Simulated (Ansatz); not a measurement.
Spectroscopic constants of ZrTe, multiplicity 3 (an upper state: multiplicity 1 came lower at CCSD(T)/def2-TZVPP on PBE0 minima). No spin–orbit coupling.

The constants come from a fifth-degree fit in 1/R (seven points, main isotopes). Runs in def2 and cc sets follow the lowest solution found near the PBE0 minimum.

Run with Ansatz (Gaussian basis) for Hartree–Fock, density functionals and correlated methods. Each number belongs to the level named beside it. In def2 rows elements past Kr take small-core potentials, without spin–orbit coupling.

Problem. What bond length and harmonic frequency does PBE/def2-TZVPP give?

Solution. r_e = 2.551 Å, ω_e = 281 cm⁻¹.

Problem. What bond length and harmonic frequency does PBE0/def2-TZVPP give?

Solution. r_e = 2.533 Å, ω_e = 294 cm⁻¹.

Problem. What bond length and harmonic frequency does wB97X-V/def2-TZVPP give?

Solution. r_e = 2.521 Å, ω_e = 307 cm⁻¹.

Ansatz is an electronic-structure program.
